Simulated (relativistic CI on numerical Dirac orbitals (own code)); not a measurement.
## Line list: Electric-dipole lines, Te II

Calculated at this level of theory: Dirac-Coulomb-Breit CI, orbitals from a KLI potential per configuration, model QED (radiative potential, 1s self-energy scaled to tabulated hydrogen-like ionisation energies), valence Slater integrals scaled by 0.85, configuration energies shifted to the measured levels that pair with them (semi-empirical) (own radial code, finite nucleus).

CI space (outside the closed core [Kr] 4d10): 5s²5p³, 5s5p⁴, 5s²5p²6p, 5s²5p²5d, 5s²5p²6s, 5s²5p5d², 5p⁵, 5s5p³5d, 5s²5p²7s, 5s²5p²6d, 5s²5p²7p, 5s²5p4f², 5s²5p²4f, 5s²5p²7d, 5s²5p²5f, 5s²5p²5g, 5s²5p²6f, 5s²5p²7f. Levels of other configurations are missing.

| λ vac (Å) | Lower | Upper | A (s⁻¹) | gf | Branching (%) |
| --- | --- | --- | --- | --- | --- |
| 747.20 | 5s²5p³ ²D°3/2 [2] | 5s5p⁴ ²P1/2 [218] | 5.43e+08 | 9.08e-02 | 5.0 |
| 749.65 | 5s²5p³ ⁴S°3/2 [1] | 5s5p⁴ ²P3/2 [124] | 1.63e+08 | 5.48e-02 | 2.7 |
| 802.19 | 5s²5p³ ²P°1/2 [4] | 5s5p⁴ ²P1/2 [218] | 3.34e+09 | 6.44e-01 | 30.8 |
| 817.93 | 5s²5p³ ²D°3/2 [2] | 5s5p⁴ ²P3/2 [124] | 2.38e+09 | 9.56e-01 | 39.8 |
| 825.26 | 5s²5p³ ²P°3/2 [5] | 5s5p⁴ ²P1/2 [218] | 6.80e+09 | 1.39e+00 | 62.7 |
| 834.12 | 5s²5p³ ²D°5/2 [3] | 5s5p⁴ ²P3/2 [124] | 2.92e+09 | 1.22e+00 | 48.8 |
| 884.28 | 5s²5p³ ²P°1/2 [4] | 5s5p⁴ ²P3/2 [124] | 1.35e+08 | 6.32e-02 | 2.3 |
| 912.39 | 5s²5p³ ²P°3/2 [5] | 5s5p⁴ ²P3/2 [124] | 3.16e+08 | 1.58e-01 | 5.3 |

Terms are leading LS components. Brackets give the number of a level in order of energy, since labels repeat. The list gives strong lines, with weight on those to low levels, without configurations that were not tied to measured data, without lines whose two gauges differ by over a factor of 2.5, among the lowest 240 of 493 levels, so that lines to higher ones, which can be the strongest, are missing, and without lines across small gaps between configurations, and without 1 line that miss the measured interval by over 3.5 %, start from a term whose rates miss tabulated ones by over 60 %, have gauges far apart or, lacking measured levels, span too small a gap for the errors found; lines with a level outside our table were not tested and can miss by more. Levels whose partners in the same complex of configurations lie outside the list can be far off, and so can their lines. Rates are taken at the computed energies, electric ones in the length gauge.

Configurations whose levels could be paired with our table of measured levels were shifted onto them, all but the ground configuration, by the median error of their levels; single terms can still be off by 1,000 to 2,000 cm⁻¹ or more, and rates follow the energies as ν³ (E1, M1) or ν⁵ (E2). The others borrow a shift and can be off by several thousand cm⁻¹ or more. The fine structure of a lone outer electron comes out too small, for d and f at times inverted, and misplaced configurations move strength between like terms. 10 of the 14 excited levels that our extract of the measured tables holds in this range could be paired (the sources list more); they are missed by 1494 cm⁻¹ on average and 3356 at most, after the shifts were fitted to these levels, and levels without a partner can miss by more.

LS names give the leading component of a level, which can be under half, so a name can repeat, a term be missing and a line seem to break the LS rules.
